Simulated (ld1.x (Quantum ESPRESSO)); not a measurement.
## Varying the TM potential for Mn (Z = 25)

Base potential:

Mn, norm-conserving Troullier–Martins (Kleinman–Bylander form), made with ld1.x (Quantum ESPRESSO) 7.5 (LDA (PZ), scalar-relativistic). Core [Ne] 3s2, reference 3p6 3d5 4s1.5 4p0.5. Waves: 4s (bound): rc 2.05 bohr; 3d (bound): rc 1.65 bohr; 3p (bound): rc 0.95 bohr. Local part: the p channel. Core correction: Bessel-smoothed model core inside 0.75 bohr.

Occupied shells without a wave of their own: 4p. They enter only through the test configuration that unscreens the potential, and ld1.x also counts them in the model core charge.

All-electron outer shells of the reference configuration (LDA (PZ), scalar-relativistic, ld1.x):

```csv
shell,level (eV),outermost node (bohr),outermost maximum (bohr)
2p,-630.58,–,0.19
3s,-86.24,0.34,0.74
3p,-55.33,0.31,0.75
3d,-7.82,–,0.75
4s,-5.82,1.05,2.47
4p,-1.89,1.16,3.30
```

Cutoffs, loose and tight: the cutoffs (Ry, on a coarse ladder) from which the occupation-weighted sum of valence levels, in a spherical-Bessel basis at the reference potential, stays within 10 and 1 mRy of its value at 400 Ry. They do not see the model core or the augmentation charge, which bear on the density cutoff. Test errors are all-electron minus pseudo excitation energies from the reference, over the configurations 3p6 3d5 4s2 4p0; 3p6 3d5 4s1 4p0; 3p6 3d5 4s0 4p0; 3p6 3d4 4s2 4p0; 3p6 3d5 4s0 4p2; 3p6 3d5 4s1.5 4p0; 3p6 3d6 4s0 4p0 (two spin-polarised tests are not counted in the largest error). A dash means not determined; rows that change the core or the reference have their own tests.

With those shells counted twice in exchange and correlation these files are broken, and their errors move erratically; no question is asked of them.

A true bound ghost makes a file unfit for plane-wave use even where its test errors are small: the radial tests pick states by their node count and pass the ghost by.

```tsv
change	outcome	cutoff, loose	cutoff, tight	bound ghosts	largest test error (meV)
base	generated	110 Ry	200 Ry	s	-316
wave 4s (bound): rc 2.05 bohr becomes 4s (bound): rc 1.38 bohr	generated	120 Ry	200 Ry	s	-310
wave 4s (bound): rc 2.05 bohr becomes 4s (bound): rc 1.52 bohr	generated	110 Ry	200 Ry	s	-302
wave 4s (bound): rc 2.05 bohr becomes 4s (bound): rc 1.76 bohr	generated	110 Ry	200 Ry	s	-308
wave 4s (bound): rc 2.05 bohr becomes 4s (bound): rc 2.00 bohr	generated	110 Ry	200 Ry	s	-315
wave 4s (bound): rc 2.05 bohr becomes 4s (bound): rc 2.22 bohr	generated	110 Ry	200 Ry	s	-317
wave 4s (bound): rc 2.05 bohr becomes 4s (bound): rc 2.42 bohr	generated	110 Ry	200 Ry	s	-317
wave 4s (bound): rc 2.05 bohr becomes 4s (bound): rc 2.70 bohr	generated	110 Ry	200 Ry	s	-318
wave 4s (bound): rc 2.05 bohr becomes 4s (bound): rc 2.82 bohr	generated	110 Ry	200 Ry	s	-321
wave 4s (bound): rc 2.05 bohr becomes 4s (bound): rc 3.02 bohr	generated	110 Ry	200 Ry	s	-330
```

Reading the sweep of the s radius (base included, trends over the rows without a ghost): Bound ghosts are found at 1.38, 1.52, 1.76, 2, 2.05, 2.22, 2.42, 2.7, 2.82, 3.02 bohr. Every judged row has one, so this setting neither creates nor removes them.
